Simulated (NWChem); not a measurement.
System meant: BHCl, doublet; SMILES Cl[BH]

The following NWChem deck was run.

```
start job
memory heap 200 mb stack 900 mb global 1100 mb
geometry units angstroms noautoz
  B      0.132808     1.202989     0.000000
  Cl     0.022959    -0.512221     0.000000
  H     -0.831785     1.928546     0.000000
end
basis spherical
  B library def2-svp
  Cl library def2-svp
  H library def2-svp
end
dft
  odft
  mult 2
  xc b3lyp
  iterations 4
  mulliken
end
task dft energy
```

End of the output:

```
     --------------------------
     Expectation value of S2:
     --------------------------
      <S2> =      0.7516 (Exact =     0.7500)

 center of mass
 --------------
 x =   0.03877987 y =  -0.04702591 z =   0.00000000

 moments of inertia (a.u.)
 ------------------
         102.485903738368           0.000000000000           0.000000000000
           0.000000000000           3.090141974273           0.000000000000
           0.000000000000           0.000000000000         105.576045712640

     Multipole analysis of the density
     ---------------------------------

     L   x y z        total         alpha         beta         nuclear
     -   - - -        -----         -----         ----         -------
     0   0 0 0     -0.000000    -12.000000    -11.000000     23.000000

     1   1 0 0     -0.214554     -0.590143      0.375589      0.000000
     1   0 1 0     -0.081020     -1.276047      1.195028      0.000000
     1   0 0 1     -0.000000     -0.000000     -0.000000      0.000000

     2   2 0 0    -14.930843    -10.433113     -7.262308      2.764578
     2   1 1 0     -0.714203     -0.164771      2.664525     -3.213956
     2   1 0 1     -0.000000     -0.000000     -0.000000      0.000000
     2   0 2 0    -14.388588    -38.978851    -30.414145     55.004409
     2   0 1 1     -0.000000     -0.000000      0.000000      0.000000
     2   0 0 2    -13.520204     -7.361109     -6.159095      0.000000

 ------------------------------------------------------------------------
 dft energy failed                                                                                  0
 ------------------------------------------------------------------------
 ------------------------------------------------------------------------
  current input line :
    20: task dft energy
 ------------------------------------------------------------------------
 ------------------------------------------------------------------------
 This type of error is most commonly associated with calculations not reaching convergence criteria
 ------------------------------------------------------------------------
 For more information see the NWChem manual at https://nwchemgit.github.io

0:dft energy failed:Received an Error in Communication
```

Q: Find the fault in this run and fix the input.

A: The run did not converge; its last values are not results. Cause: the SCF was allowed too few iterations. This input runs:
```
start job
memory heap 200 mb stack 900 mb global 1100 mb
geometry units angstroms noautoz
  B      0.132808     1.202989     0.000000
  Cl     0.022959    -0.512221     0.000000
  H     -0.831785     1.928546     0.000000
end
basis spherical
  * library def2-svp
end
dft
  odft
  mult 2
  xc b3lyp
  iterations 150
  mulliken
end
task dft energy
```
It converges to -485.44734 Ha (B3LYP/def2-SVP, spin-unrestricted).
